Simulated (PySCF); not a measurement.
## Ba: ionisation energy

Ba [Xe] 6s2 (1S) → Ba⁺ [Xe] 6s1 (2S), as a difference of total energies. Computed with PySCF 2.14 in def2-TZVPPD with the def2 core potential (46 electrons) (6s4p3d1f, 40 functions), with scalar relativity through the core potential. Correlated levels: valence: 5s2 5p6 frozen; valence and next inner shell: nothing frozen outside the core potential. The calculations carry no spin-orbit coupling.

```json
{"method": "UHF", "ionisation energy (eV)": "4.262"}
{"method": "LDA", "ionisation energy (eV)": "5.346"}
{"method": "PBE", "ionisation energy (eV)": "5.189"}
{"method": "PBE0", "ionisation energy (eV)": "5.106"}
{"method": "r2SCAN", "ionisation energy (eV)": "4.915"}
{"method": "wB97X-V", "ionisation energy (eV)": "5.011"}
{"method": "wB97X", "ionisation energy (eV)": "5.358"}
{"method": "BP86", "ionisation energy (eV)": "5.315"}
{"method": "MN15", "ionisation energy (eV)": "5.592"}
{"method": "MP2 (valence)", "ionisation energy (eV)": "4.660"}
{"method": "SCS-MP2 (valence)", "ionisation energy (eV)": "4.739"}
{"method": "MP2 (valence and next inner shell)", "ionisation energy (eV)": "4.910"}
{"method": "SCS-MP2 (valence and next inner shell)", "ionisation energy (eV)": "4.934"}
```

How much does correlation contribute at MP2 (valence and next inner shell)?

4.910 − (4.262) = 0.648 eV, measured against UHF.

Errors of the correlated levels include the incompleteness of this basis and the frozen core.

MP2 underrates the near-degeneracy of ns² with np² in the lower species.

For comparison: 5.212 eV (measured; NIST Atomic Spectra Database, ionization energies).
